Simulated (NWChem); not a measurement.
System: CH$_{3}$FO$_{2}$Si; SMILES O=C[Si@@H](O)F

```xyz
8

O     -0.1434    -1.9575     0.4914
C      0.6318    -1.2289    -0.1158
Si     0.0030     0.5834    -0.4260
O     -1.5583     0.4806     0.1186
F      0.9287     1.5705     0.4973
H      1.6480    -1.6215    -0.4271
H      0.0674     1.1135    -1.8184
H     -1.6543    -0.3713     0.6021
```
Atoms are numbered in this order, from 1.

All runs: NWChem. Geometry optimised at PBE-D3(BJ)/def2-SVP; all other runs use it. Pople sets run with spherical d functions. Vzz has the sign of the potential's second derivative.

| quantity | level | value |
|---|---|---|
| cavity-dispersion-structure term (kcal/mol) in water | B3LYP/6-31G*, SMD | 4.3 |
| dipole (D) | LDA (Slater exchange, PW92)/6-31G* | 1.91 |
| Vzz O4 (a.u.) | PBE0/6-31G* | 1.207 |
| charge (e), ESP C2 | Hartree-Fock/6-31G* | 0.18 |
| highest harmonic frequency (cm⁻¹) | PBE-D3(BJ)/def2-SVP | 3591 |
